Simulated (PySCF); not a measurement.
Ti: ionisation energy

Ti [Ar] 3d2 4s2 (3F) → Ti⁺ [Ar] 3d2 4s1 (4F), as a difference of total energies. Calculation: PySCF 2.14, in aug-cc-pwCVTZ (10s9p7d4f3g, 127 functions); no relativity, point nucleus. Correlated levels: valence and next inner shell: [Ne] frozen. The calculations carry no spin-orbit coupling.

```tsv
method	ionisation energy (eV)	difference from reference (eV)
UHF	5.524	-1.304
MP2 (valence and next inner shell)	6.552	-0.276
SCS-MP2 (valence and next inner shell)	6.648	-0.180
CCSD (valence and next inner shell)	6.636	-0.192
CCSD(T) (valence and next inner shell)	6.752	-0.076
```

Reference: 6.828 eV (measured; NIST levels, between the centres of gravity of the two terms).

These non-relativistic numbers lack the scalar-relativistic shift.

Errors of the correlated levels include the incompleteness of this basis and the frozen core.
